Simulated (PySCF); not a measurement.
Rh⁺ (rhodium, charge +1) across methods

[Kr] 4d7 5s1, high-spin 5F determinant (an excited configuration). Calculation: PySCF 2.14, in aug-cc-pVTZ-PP with one added diffuse shell each of s, p, d, f, g type with ECP28MDF (7s7p6d4f3g, 113 functions); scalar relativity through the core potential.

```
   method  E (hartree)  mean ε 4d α (eV)  mean ε 4d β (eV)  mean ε 5s α (eV)  Σ⟨r²⟩ (bohr²)   ⟨S²⟩
   r2SCAN    -109.8161           -18.015           -15.615           -13.126          37.52  6.002
     PBE0    -109.7730           -19.452           -17.266           -13.536          37.69  6.001
   revPBE    -109.8337           -17.496           -15.490           -12.775          37.79  6.001
      LDA    -109.5388           -17.683           -15.530           -13.160          37.90  6.000
      UHF   -109.11104           -24.422           -21.658           -14.996          37.97  6.004
BHandHLYP    -109.6941           -21.172           -19.031           -14.063          37.74  6.002
      PBE    -109.7841           -17.543           -15.514           -12.860          37.83  6.001
```

(1) Estimate the same row for B97-3.

Energies and moments cover only the electrons outside the core potential.

## Answers

(1) E (hartree) = -109.7925; mean ε 4d α (eV) = -19.440; mean ε 4d β (eV) = -17.427; mean ε 5s α (eV) = -13.319; Σ⟨r²⟩ (bohr²) = 37.61; ⟨S²⟩ = 6.002.
